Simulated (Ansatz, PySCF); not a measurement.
FGe (SMILES [F][Ge]), doublet, geometry from GFN2-xTB. Base run: CASSCF(3,3)/cc-pVDZ (PySCF).

PySCF was given this input:
```python
from pyscf import gto, scf, mcscf
import numpy

mol = gto.M(
    atom='''
Ge   -0.00000000   -0.00000000   -0.40135630
F     0.00000000    0.00000000    1.42704462
''',
    basis='cc-pvdz',
    spin=1,
    verbose=3,
)

mf = scf.ROHF(mol)
mf.kernel()
mc = mcscf.CASSCF(mf, 3, 3)
mc.fix_spin_(ss=0.75)
mc.kernel()
occ = numpy.linalg.eigvalsh(mc.fcisolver.make_rdm1(mc.ci, mc.ncas, mc.nelecas))[::-1]
ss = mc.fcisolver.spin_square(mc.ci, mc.ncas, mc.nelecas)[0]
print('natural occupations', occ.round(4), ' <S^2>', round(ss, 4))
```

Programs used: Ansatz (a first-principles code), PySCF; a row that names a program was run with it.

The base run was repeated with changes; each row names its change, and settings that it needs were set with it.

| change | ΔE vs base (mEh) | natural occupations | <S^2> of the state |
|---|---|---|---|
| base | 0.000 | 1.96 1.00 0.04 | 0.75 |
| active space = 9 electrons, 7 orbitals | -45.809 | 2.00 2.00 1.98 1.97 1.00 0.03 0.02 | 0.75 |
| code = ansatz | -4.687 | - | - |
| fix_spin_ = off | 0.000 | 1.96 1.00 0.04 | 0.75 |
| orbitals = fixed (CASCI); correction = SC-NEVPT2 | -264.2 | 1.99 1.00 0.01 | 0.75 |
| solver = newton | 0.000 | 1.96 1.00 0.04 | 0.75 |
| correction = SC-NEVPT2 | -262.9 | 1.96 1.00 0.04 | 0.75 |
| active space = 7 electrons, 6 orbitals | -44.815 | 2.00 1.98 1.97 1.00 0.03 0.02 | 0.75 |
| active space = 3 electrons, 5 orbitals | -13.863 | 1.94 1.00 0.04 0.02 0.01 | 0.75 |
| active space = 7 electrons, 7 orbitals | -86.148 | 1.98 1.98 1.97 1.00 0.03 0.02 0.02 | 0.75 |
| code = ansatz; correction = SC-NEVPT2, all electrons | -263.1 | - | - |

Active orbitals are taken around the Fermi level unless the row says otherwise; CASSCF can end in different local minima, and two programs can end on different orbitals. State-averaged rows give the lowest state.

Open shells are given as the SCF converged; they aren't shown to be the lowest states, and a large step between rows can be another state.

Ansatz warned in this series: other orbitals give a lower active-space energy.
